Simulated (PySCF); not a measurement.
C4H9O, SMILES CCC(C)=[OH+], charge +1.

Coordinates come from a PBE0-D3(BJ)/def2-SVP optimisation. The isomer is the one that the SMILES or the coordinates give; other isomers of the formula were not compared. Other conformers were not sampled.

Vertical ionisation energy (IE) and electron affinity (EA) in eV. Rows of orbital energies are one-electron estimates. Where ΔSCF, EOM or ADC give a negative EA the extra electron is unbound and the value depends on the basis.

| level | IE | EA |
|---|---|---|
| −ε(HOMO), −ε(LUMO), HF/def2-TZVP (PySCF) | 18.85 | 3.21 |
| −ε(HOMO), −ε(LUMO), PBE/def2-TZVP (PySCF) | 13.66 | 8.71 |
